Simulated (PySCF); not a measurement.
A PySCF script (with the pyscf-properties extension) for the NMR shieldings of SMILES C1[C@@H](C#CB(C)C)[B@H-]([NH3+])C1, C7H15B2N, on a GFN2-xTB geometry:

```python
import basis_set_exchange as bse
import numpy as np
from pyscf import gto, dft
from pyscf.prop import nmr

atoms = """
C     3.570639    1.161463   -0.029453
B     2.877665   -0.253111    0.157415
C     3.761369   -1.566036    0.245911
C     1.385481   -0.328284    0.251845
C     0.176718   -0.387215    0.325836
C    -1.256027   -0.429238    0.393238
C    -1.949443   -1.123858   -0.807845
C    -3.050386   -0.053899   -0.916568
B    -2.159375    0.901491    0.053594
N    -3.005267    1.358267    1.387192
H     3.496132    1.728871    0.898925
H     3.068992    1.760403   -0.787828
H     4.625757    1.100441   -0.287725
H     4.695932   -1.401728    0.780090
H     4.035210   -1.875344   -0.763752
H     3.248750   -2.408214    0.705827
H    -1.536687   -0.932909    1.327423
H    -1.300847   -1.121868   -1.682280
H    -2.283021   -2.147610   -0.626260
H    -3.263722    0.253494   -1.939711
H    -3.990552   -0.412749   -0.487806
H    -1.630935    1.867468   -0.379778
H    -2.355878    1.687730    2.094530
H    -3.657167    2.096693    1.142027
H    -3.514272    0.549887    1.732981
"""
names = dict.fromkeys(["C", "B", "N", "H"], "pcSseg-1")
basis = {el: gto.basis.parse(bse.get_basis(n, elements=[el], fmt="nwchem")) for el, n in names.items()}
mol = gto.M(atom=atoms, basis=basis, charge=0, verbose=0)
mf = dft.RKS(mol, xc="PBE0")
mf.grids.level = 2
mf.grids.alignment = dft.numint.BLKSIZE   # the property module wants whole blocks of grid points
mf.conv_tol = 1e-9
mf.kernel()

calc = nmr.RKS(mf)   # GIAO
C = mf.mo_coeff
Co = C[:, mf.mo_occ > 0]
resp = mf.gen_response(singlet=True, hermi=2)
def vind(x):   # induced exchange potential for any number of trial vectors
    d = np.einsum("pi,xij,qj->xpq", C, 2 * x.reshape(-1, C.shape[1], Co.shape[1]), Co, optimize=True)
    return np.einsum("xpq,pi,qj->xij", resp(d - d.transpose(0, 2, 1)), C, Co, optimize=True).ravel()
mo1, _ = nmr.rhf.solve_mo1(calc, with_cphf=vind)
sigma = calc.kernel(mo1)
for i, s in enumerate(sigma):   # ppm
    print("%2d %-2s %9.2f" % (i, mol.atom_pure_symbol(i), np.trace(s) / 3))
```

Task: What does it print?

Result: 
```
 0 C     170.50
 1 B      30.36
 2 C     169.78
 3 C      91.87
 4 C      34.23
 5 C     165.61
 6 C     160.43
 7 C     175.11
 8 B     113.00
 9 N     209.36
10 H      31.16
11 H      30.75
12 H      30.77
13 H      30.79
14 H      31.11
15 H      30.66
16 H      30.24
17 H      29.77
18 H      29.18
19 H      30.56
20 H      31.81
21 H      28.80
22 H      28.42
23 H      28.56
24 H      29.12
```

These numbers come from an equivalent density-fitted implementation of the same equations, which agrees with the script to about 0.01 ppm for H and up to a few tenths of a ppm for heavy atoms, so last digits may differ.

Size and cost of the density-fitted run: 245 basis functions, 95 s wall time on 1 thread of an Arm Neoverse N1, shared host; peak memory 1.1 GiB.
